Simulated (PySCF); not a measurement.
Broadened absorption spectrum of ethylidenecyclopentane

Ethylidenecyclopentane, C₇H₁₂.
SMILES with atom numbers: `[CH3:1][CH:2]=[C:3]1[CH2:4][CH2:5][CH2:6][CH2:7]1` (hydrogens: H8, H9, H10 on C1; H11 on C2; H12, H13 on C4; H14, H15 on C5; H16, H17 on C6; H18, H19 on C7)

Level of theory: PySCF, TDDFT wB97X-D/def2-SVPD, vertical, gas phase, core orbitals frozen in the response. The structure is a single PBE0-D3(BJ)/def2-SVP conformer in the gas phase; no vibrational or solvent corrections.

Computed states:

```
state  E (eV)       f
   S1    6.60   0.043
   S2    6.65   0.341
   S3    7.41  0.0044
   S4    7.49  0.0024
   S5    7.90  0.0010
   S6    8.25   0.069
   S7    8.42   0.017
   S8    8.47   0.034
   S9    8.54  0.0051
  S10    8.78  0.0088
```

Each state is given a Gaussian of 0.4 eV full width at half maximum, with ε(max) = 2.175×10⁸ f / Δν̃ (Δν̃ the width in cm⁻¹). The cross-section is σ = 3.8235×10⁻²¹ ε cm², given in Mb (10⁻¹⁸ cm²). The width is an assumption, not a result. The curve ends short of the highest state used, and states not computed would add to its high-energy end.

Question: Give the broadened spectrum and its maxima.

Answer: 
(E (eV), σ (Mb)): (6.00, 0.07), (6.10, 0.56), (6.19, 2.66), (6.29, 10.80), (6.38, 28.46), (6.48, 60.30), (6.57, 88.40), (6.67, 97.60), (6.76, 79.52), (6.85, 49.04), (6.95, 20.69), (7.04, 7.19), (7.14, 1.94), (7.23, 1.13), (7.33, 1.45), (7.42, 1.71), (7.51, 1.59), (7.61, 1.13), (7.70, 0.79), (7.80, 0.98), (7.89, 2.33), (7.99, 6.23), (8.08, 12.35), (8.18, 20.29)

Maxima: 186 nm (6.65 eV), ε about 26000, made up of S1 (11%) and S2 (89%); 167 nm (7.44 eV), ε about 450, made up of S3 (65%) and S4 (34%) (ε in L mol⁻¹ cm⁻¹; maxima over ε = 5, shares over 10%). At its high-energy end, 8.18 eV, the curve is still rising (ε about 5300, from S6).

Question: What would ε be at 6.65 eV, the highest of these maxima, with half the width (0.2 eV)?

Answer: About 50800 L mol⁻¹ cm⁻¹ against 25700, a factor of about 1.98; a lone state at its own centre would give exactly 2.

Question: Coming from long wavelengths, where does ε first pass 100 L mol⁻¹ cm⁻¹?

Answer: At about 204 nm (6.08 eV), 0.52 eV below S1.

Question: On this curve, what absorbance would a 10⁻⁴ mol/L sample give at 193 nm over a 1 cm path?

Answer: 193 nm is 6.424 eV, where ε is about 11000 L mol⁻¹ cm⁻¹, so A = ε c l ≈ 1.1 (Beer–Lambert, with the gas-phase spectrum and the assumed width).

The vertical ionisation energy is 8.44 eV (ΔSCF), so S8 and higher lie in the continuum; a finite Gaussian basis only mimics such states.
